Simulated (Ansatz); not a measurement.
`C[O][GeH2][C]#N` + H₂Se → `C[O][GeH2][SeH]` + `C#N`  (ligand exchange at a Ge–C bond)

Program: Ansatz. Geometries: PBE0-D4/def2-TZVP. ΔE: electronic, gas phase. CCSD(T)/CBS is the MP2 limit (def2-TZVPP, def2-QZVPP) plus CCSD(T) − MP2 in def2-TZVPP, frozen cores. This one scheme is used for every species. Functionals use def2-TZVPP. For Ge, Se outer-core shells are correlated without core-valence functions, which leaves a few kJ/mol of doubt a bond. Scalar relativity is left out up to krypton. One conformer a species, not always the lowest.

| level | ΔE (kcal/mol) |
| --- | --- |
| PBE | -12.3 |
| r2SCAN | -12.2 |
| SCS-MP2/def2-TZVPP | -10.3 |
| MP2/CBS(def2) | -12.7 |

Problem. What does CCSD(T)/CBS give? (An estimate is asked.)

Solution. The calculation gave: -11.7 kcal/mol. The listed levels differ from it by -0.6, -0.5, 1.4, -1.0 kcal/mol.

Largest T1 diagnostic among the species: 0.014.

The D4 term adds −1.2 kcal/mol with B3LYP and −0.6 kcal/mol with PBE0; it sums over pairs of atoms, weighted by their polarisabilities, and B3LYP, whose exchange is more repulsive, gets the larger term. In def2-TZVPP, CCSD(T) changes the Hartree–Fock value by −1.0 kcal/mol (the triples alone add −0.3 kcal/mol) and MP2 by −2.0 kcal/mol.

B3LYP here is the variant with VWN-RPA as its local correlation; programs differ in this.
